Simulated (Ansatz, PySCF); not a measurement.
The pair A = CHN (SMILES C#N) (first 3 atoms), B = C2H6 (SMILES CC); geometry from B3LYP-D3(BJ)/def2-TZVP.
(charge 0, multiplicity 1):
```xyz
11

C     -0.651     0.132     0.322
N      0.471     0.111     0.087
H     -1.693     0.152     0.547
C     -0.716     0.008     3.817
C      0.808    -0.026     3.877
H     -1.109    -0.848     3.263
H     -1.073     0.917     3.327
H     -1.158    -0.020     4.815
H      1.162    -0.933     4.371
H      1.199     0.828     4.435
H      1.244     0.001     2.878
```

Rows in 6-31G* carry no dispersion term and start afresh at each structure (6-31G* with six Cartesian d functions). MP2/6-31G* freezes PySCF's default core.

Programs: Ansatz (a quantum-chemistry and plane-wave program) with Gaussian orbitals; PySCF for 6-31G* rows. 

Total energies (hartree), monomers frozen at their geometry in the pair:

| structure | HF/6-31G* | B3LYP/def2-TZVPPD | MP2/6-31G* |
|---|---|---|---|
| AB | -172.1029047 | -173.3308223 | -172.6531374 |
| A in the pair's basis | -92.8752601 | -93.4650093 | -93.1577973 |
| B in the pair's basis | -79.2286862 | -79.8663407 | -79.4950330 |
| A | -92.8746499 | -93.4649554 | -93.1568811 |
| B | -79.2285856 | -79.8663228 | -79.4947225 |

### Question
Work out the interaction energy without and with the counterpoise correction, and the superposition error, for each level.

### Answer

E(AB) − E(A) − E(B), times 627.509 kcal/mol, with the monomers in their own basis and then in the pair's basis:
- HF/6-31G*: 0.21 uncorrected, 0.65 corrected; the monomers gain 0.45 kcal/mol from borrowed functions
- B3LYP/def2-TZVPPD: 0.29 uncorrected, 0.33 corrected; the monomers gain 0.05 kcal/mol from borrowed functions
- MP2/6-31G*: -0.96 uncorrected, -0.19 corrected; the monomers gain 0.77 kcal/mol from borrowed functions
